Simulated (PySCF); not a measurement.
Al(Cl)(H)(SeH) (AlClH2Se), SMILES [Cl][AlH][SeH]. Heavy atoms are numbered as in [AlH:1]([Cl:2])[SeH:4]. Hydrogens are named by the atom that carries them.

Geometry: PBE0-D3(BJ)/def2-TZVP. The values are those of a single conformer.

Method: PySCF with HF/pcSseg-2.

GIAO shieldings, no solvent; atoms alike by connectivity are averaged. δ = σ(ref) − σ: ³⁵Cl against HCl (σ = 947.2 ppm); ¹H against TMS (σ = 31.98 ppm); ⁷⁷Se against Me2Se (σ = 1901.4 ppm), references at their B3LYP-D3(BJ)/def2-TZVP geometries, non-relativistic (without spin–orbit terms, shifts of atoms bonded to Cl or Br come out too high).

| nucleus | atoms | count | δ (ppm) |
|---|---|---|---|
| ³⁵Cl | Cl2 | 1 | -6.3 |
| ¹H | H on Al1 | 1 | 5.23 |
| ¹H | H on Se4 | 1 | 1.33 |
| ⁷⁷Se | Se4 (SeH) | 1 | -311.5 |
